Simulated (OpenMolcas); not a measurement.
Computed levels of 3s2 3p3 in ions with 15 electrons, in cm-1 above 4S* 3/2.

```yaml
Program: OpenMolcas 26.06
Method: SS-CASPT2, IPEA 0.25 Eh, imaginary shift 0.1 Eh
Basis: ANO-R3
Scalar_Hamiltonian: X2C, finite nucleus
Spin-orbit_coupling: RASSI with atomic mean-field integrals over the reference wave functions, term energies averaged over their components
```

Active space for each ion: 3 electrons in 3 orbitals (3p); closed shells correlated by CASPT2: 2s 2p 3s.

```csv
Level,P,S+,Ar3+
2D* 3/2,11730,15080,21410
2D* 5/2,11740,15100,21520
2P* 1/2,19850,25620,36330
2P* 3/2,19860,25650,36470
```

**Question.** Estimate 2D* 3/2, 2D* 5/2 for Cl2+ from its neighbours S+ and Ar3+.

**Answer.** 2D* 3/2 is another term, which grows about linearly with the charge: (15080 + 21410) / 2 = 18245. The calculation gives 18370, so the estimate is off by -0.7 %; the measured value is 18053 (Moore, Atomic Energy Levels, vol. I, NSRDS-NBS 35 (1971 reprint of NBS Circular 467, 1949)).
2D* 5/2 is another term, which grows about linearly with the charge: (15100 + 21520) / 2 = 18310. The calculation gives 18420, so the estimate is off by -0.6 %; the measured value is 18120 (Moore, Atomic Energy Levels, vol. I, NSRDS-NBS 35 (1971 reprint of NBS Circular 467, 1949)).

CASPT2 breaks the degeneracy within a term, and the mean is taken; among the terms shown or strongly mixed into the levels shown the widest spread is 230 cm-1 (3s2 3p3 2P*, S+). With the s shell closed, the reference lacks s² → p² mixing. Computed and measured levels are paired by configuration, term and J; levels that our copy of the source lacks, or whose pairing is in doubt (as where it misses far off the trend of its configuration), stay unpaired and out of the deviations. Levels of configurations outside the active space are missing.

* marks odd parity.
